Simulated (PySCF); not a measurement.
Choosing a molecule for a target property.

Each SMILES stands for a single optimised conformer of the isolated species, non-relativistic unless stated. Electronic properties by PySCF.

The conformers computed, where there is a choice (atom-mapped SMILES and torsion angles):
- `[CH3:1][O:2][C:3](=[O:4])[c:5]1[n:6][cH:7][cH:8][s:9]1`: C1–O2–C3–O4 0°, O2–C3–C5–N6 0°

Task: Wanted: HOMO energy between -7.7 eV and -7 eV (PBE0/def2-SVPD) and static isotropic polarisability below 110 au (PBE0/def2-SVPD), at GFN2-xTB geometries. Which candidate meets both?
A. `c1csc(C(=O)OC)n1`
B. `N#Cc1ccc(Cl)cc1`
C. `N#Cc1cccc(Cl)c1`
D. `CC#CP=C=C(C)C`
E. `C1CPC1`

Result: A. Computed values:
```csv
species,HOMO energy,static isotropic polarisability
N#Cc1cccc(Cl)c1,-7.86 eV,98.5 au
N#Cc1ccc(Cl)cc1,-7.75 eV,100.0 au
c1csc(C(=O)OC)n1,-7.64 eV,90.8 au
C1CPC1,-6.72 eV,59.7 au
CC#CP=C=C(C)C,-6.54 eV,121.2 au
```

Task: Wanted: dipole moment between 2 D and 3.4 D (PBE0/def2-SVPD) and lowest triplet excitation (Tamm–Dancoff) below 5 eV (TDA PBE0/def2-SVPD), at GFN2-xTB geometries. Which candidate meets both?
A. `CC(=C=PC#CC)C`
B. `C#C[C@@]1(F)C[C@@H]1F`
C. `N#Cc1cccc(Cl)c1`
D. `C1CPC1`

Result: A. Computed values:
```csv
species,dipole moment,lowest triplet excitation (Tamm–Dancoff)
C1CPC1,1.38 D,4.64 eV
CC(=C=PC#CC)C,2.23 D,2.71 eV
C#C[C@@]1(F)C[C@@H]1F,2.88 D,5.15 eV
N#Cc1cccc(Cl)c1,3.98 D,3.69 eV
```

Task: Wanted: HOMO–LUMO gap above 7.3 eV (PBE0/def2-SVPD) and electronic spatial extent ⟨r²⟩ about the centre of nuclear charge below 1700 bohr² (PBE0/def2-SVPD), at GFN2-xTB geometries. Which candidate meets both?
A. `C#C[C@@]1(F)C[C@@H]1F`
B. `CC#CP=C=C(C)C`
C. `O=C(c1sccn1)OC`
D. `C(#N)c1cccc(c1)Cl`
E. `C1CPC1`

Result: A. Computed values:
```
              species  HOMO–LUMO gap  electronic spatial extent ⟨r²⟩ about the centre of nuclear charge
        CC#CP=C=C(C)C        5.20 eV                                                         1795 bohr²
       O=C(c1sccn1)OC        5.59 eV                                                         1443 bohr²
    C(#N)c1cccc(c1)Cl        5.91 eV                                                         1505 bohr²
               C1CPC1        6.99 eV                                                          348 bohr²
C#C[C@@]1(F)C[C@@H]1F        7.55 eV                                                          711 bohr²
```
